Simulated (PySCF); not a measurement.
A GIAO shielding run with PySCF (density fitting, non-relativistic, gas phase) on SMILES C1C(=O)[C@H](CF)O1, C4H5FO2:

```
$ OMP_NUM_THREADS=1 python probes_run.py task.json out

{"job": {"kind": "nmr", "xc": "PBE0", "basis": "6-31G*", "pop": true}, "charge": 0, "multiplicity": 1}
O     -0.123778     0.600062     2.170188
C      0.203085     0.547171     1.028530
C      1.492287     0.636655     0.228922
O      0.740392     0.536309    -0.979649
C     -0.513777     0.367678    -0.317516
C     -1.125669    -0.986893    -0.546373
F     -0.275172    -1.959160    -0.086886
H      2.050997     1.584373     0.325542
H      2.176751    -0.215947     0.387345
H     -1.242308     1.164042    -0.562416
H     -1.296868    -1.144686    -1.624649
H     -2.087261    -1.059514    -0.009720
```

Hardware: 1 thread of an Arm Neoverse N1, shared host. The job also computes population analyses, field gradients, ring-centre shieldings.

Task: How large is the calculation?

Result: 54 electrons, 108 basis functions and 656 auxiliary functions.

Task: How long does it take, and how much memory does it need?

Result: 15 s of wall time, with 14 SCF cycles and 5 response iterations; peak memory 0.62 GiB. Times on a shared host scatter by some tens of per cent.

Task: And these other runs on the same molecule and hardware: GIAO shielding at PBE0/6-311+G(2d,p); GIAO shielding at PBE0/IGLO-III; GIAO shielding at PBE0/aug-cc-pVDZ; GIAO shielding at PBE0/cc-pVDZ; GIAO shielding at PBE0/cc-pVTZ; GIAO shielding at PBE0/def2-SVP?

Result: PBE0/6-311+G(2d,p): 219 functions, 42 s; PBE0/IGLO-III: 295 functions, 65 s; PBE0/aug-cc-pVDZ: 206 functions, 39 s; PBE0/cc-pVDZ: 123 functions, 18 s; PBE0/cc-pVTZ: 280 functions, 62 s; PBE0/def2-SVP: 123 functions, 17 s.
